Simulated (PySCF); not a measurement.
Spectra and structures to be paired. Theory: TDDFT wB97X-D/def2-SVPD, vertical, gas phase, core orbitals frozen in the response (PySCF 2.14.0, density-fitted response routines). Geometries: GFN2-xTB; one conformer of each isolated species. Triplets are in the Tamm–Dancoff approximation.

A. `CC[Si@@H](N)O[SiH3]`
B. `c1cocp1`
C. `CSCP(C)C`
D. `[SiH3]C1=CP1`
E. `CO[SiH2]OCCO`

Lowest singlet levels (six at most, fewer where fewer were computed) with oscillator strengths:

1. 5.53 eV (f 0.089); 6.09 eV (f 0.013); 6.09 eV (f 0.004); 6.51 eV (f 0.002); 6.88 eV (f 0.269); 6.99 eV (f 0.013); T1 3.38 eV
2. 5.44 eV (f 0.003); 6.15 eV (f 0.015); 6.53 eV (f 0.025); 6.59 eV (f 0.062); 6.73 eV (f 0.131); 6.98 eV (f 0.018); T1 5.06 eV
3. 4.99 eV (f 0.021); 5.18 eV (f 0.001); 5.50 eV (f 0.011); 6.42 eV (f 0.012); 6.66 eV (f 0.019); 6.90 eV (f 0.058); T1 3.79 eV
4. 7.26 eV (f 0.000); 7.63 eV (f 0.008); 7.67 eV (f 0.008); 8.02 eV (f 0.018); 8.22 eV (f 0.019); 8.28 eV (f 0.001); T1 7.02 eV
5. 6.83 eV (f 0.032); 7.43 eV (f 0.012); 7.72 eV (f 0.004); 7.77 eV (f 0.001); 7.97 eV (f 0.015); 8.20 eV (f 0.021); T1 6.60 eV

Problem. Which spectrum belongs to which structure?

Solution. 1 = B, 2 = C, 3 = D, 4 = E, 5 = A.
- A: S1 at 6.83 eV, HOMO→LUMO (44%), HOMO→LUMO+1 (28%), HOMO→LUMO+2 (14%); Löwdin shares by element: HOMO nitrogen 47%, silicon 15% or more, hydrogen 10% or more, carbon 10% or more (atoms not listed hold the other 18%); LUMO silicon 44%, hydrogen 7% or more, oxygen 7% (atoms not listed hold the other 42%); HOMO -9.29 and LUMO 1.93 eV.
- B: S1 at 5.53 eV, HOMO→LUMO (93%); Löwdin shares by element: HOMO carbon 51% or more, phosphorus 27%, oxygen 9%; LUMO carbon 38% or more, phosphorus 37%, oxygen 16%; HOMO -8.75 and LUMO 0.82 eV; point group Cs.
- C: S1 at 5.44 eV, HOMO→LUMO (66%); Löwdin shares by element: HOMO sulfur 56%, carbon 19% or more, phosphorus 13%; LUMO sulfur 48%, carbon 21% or more (atoms not listed hold the other 32%); HOMO -8.00 and LUMO 2.11 eV.
- D: S1 at 4.99 eV, HOMO→LUMO (94%); Löwdin shares by element: HOMO phosphorus 46%, carbon 36%, hydrogen 14% or more; LUMO carbon 68%, silicon 12%, phosphorus 6%; HOMO -8.69 and LUMO 0.92 eV.
- E: S1 at 7.26 eV, HOMO-1→LUMO (88%); Löwdin shares by element: HOMO oxygen 59% or more, carbon 23% or more, hydrogen 7% or more; LUMO silicon 25%, hydrogen 21% or more, carbon 14% or more (atoms not listed hold the other 39%); HOMO -9.77 and LUMO 1.87 eV.
B and C have S1 within 0.10 eV of each other; their strongest listed levels stand at 6.88 eV (f 0.269) and 6.73 eV (f 0.131).
